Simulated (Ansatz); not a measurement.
Geometry optimisation, RKS PBE/6-31G in Ansatz.

Input file:

```yaml
crystal:
  periodic: [false, false, false]
  atoms:
    - { symbol: Al, position_ang: [-0.4483, 2.078, -0.0075] }
    - { symbol: B, position_ang: [0.3103, 0.4449, 0.8917] }
    - { symbol: O, position_ang: [-0.05641, 0.15628, 2.26342] }
    - { symbol: Si, position_ang: [1.12767, 0.7064, 3.27876] }
    - { symbol: H, position_ang: [-0.1689, 2.4211, -1.5701] }
    - { symbol: H, position_ang: [-1.4553, 3.1127, 0.8056] }
    - { symbol: H, position_ang: [0.94124, -0.33856, 0.27317] }
    - { symbol: H, position_ang: [2.42906, 0.09684, 2.9139] }
    - { symbol: H, position_ang: [1.29275, 2.17756, 3.06076] }
    - { symbol: H, position_ang: [0.88979, 0.43117, 4.65261] }
basis:
  gaussian: { orbitals: "6-31G" }
hamiltonian:
  xc: pbe
relax:
  f_tol: 0.015
  max_steps: 40
```

Launched with:

```bash
$ ansatz run input.yaml --threads 1 --pin off --max-ram 2048MiB --backend cpu --events-out ev --progress --plain --runs-dir out
```

Question: Where does it end, and by what steps?

Answer: The run converged. The force dipped under the threshold on the way, but the program's further checks kept it going. Limits of this set-up: no polarisation functions. After 21 steps the energy has fallen by 1.303 eV; H6 moved furthest, 1.96 Å.

| step | energy less start (eV) | largest force component (eV/Å) | accepted |
| --- | --- | --- | --- |
| 0 | 0.0000 | 3.178 | yes |
| 1 | -0.5417 | 2.043 | yes |
| 2 | -0.7407 | 0.721 | yes |
| 3 | -0.8274 | 0.765 | yes |
| 4 | -0.9247 | 0.861 | yes |
| 5 | -1.0172 | 0.641 | yes |
| 6 | -1.0931 | 1.198 | yes |
| 7 | -1.1591 | 0.594 | yes |
| 8 | -1.2082 | 0.265 | yes |
| 9 | -1.2424 | 0.169 | yes |
| 10 | -1.2508 | 0.256 | yes |
| 11 | -1.2764 | 0.083 | yes |
| 12 | -1.2830 | 0.300 | yes |
| 13 | -1.2891 | 0.167 | yes |
| 14 | -1.2982 | 0.021 | yes |
| 15 | -1.2983 | 0.026 | yes |
| 16 | -1.3007 | 0.054 | yes |
| 17 | -1.3011 | 0.111 | yes |
| 18 | -1.3022 | 0.060 | yes |
| 19 | -1.3029 | 0.026 | yes |
| 20 | -1.3031 | 0.008 | yes |
| 21 | -1.3031 | 0.008 | yes |

```xyz
10
Properties=species:S:1:pos:R:3
Al -0.880 2.054 -0.404
B 0.291 0.820 0.911
O 0.605 1.350 2.152
Si 1.534 0.685 3.513
H -0.202 3.091 -1.468
H -2.512 2.021 -0.425
H 0.693 -0.302 0.643
H 2.044 -0.699 3.159
H 2.679 1.633 3.776
H 0.610 0.634 4.704
```

Time of the run: 57 s on 1 thread of Arm Neoverse V2, with other jobs on the host, peak memory 0.15 GiB.
